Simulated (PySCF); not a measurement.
## Correlation energy of O (oxygen, neutral)

[He] 2s2 2p4, high-spin 3P determinant. Calculation: PySCF 2.14, in def2-SVP (3s2p1d, 14 functions); the non-relativistic Hamiltonian (point nucleus). Frozen: 1s2; 6 electrons correlated.

MP2 pair energies summed by pair of shells (mhartree):

```
 pair  energy  share (%)
2p-2p  -49.33       48.7
2s-2p  -44.41       43.8
2s-2s   -7.56        7.5
```

Total MP2 correlation energy: -101.30 mhartree.

Same-spin part -25.84 and opposite-spin part -75.46 mhartree; SCS-MP2 scales them by 1/3 and 6/5 to -99.17 mhartree.

| level | correlation energy (mhartree) |
| --- | --- |
| CCSD | -116.54 |
| (T) | -0.83 |
| CCSD(T) | -117.37 |

Diagnostics: T1 = 0.0034, D1 = 0.0067, largest double amplitude 0.054.

Cost of the coupled-cluster step: 0.1 s of wall time on 1 thread of AMD EPYC 7B13 (shared host), for 6 correlated electrons.
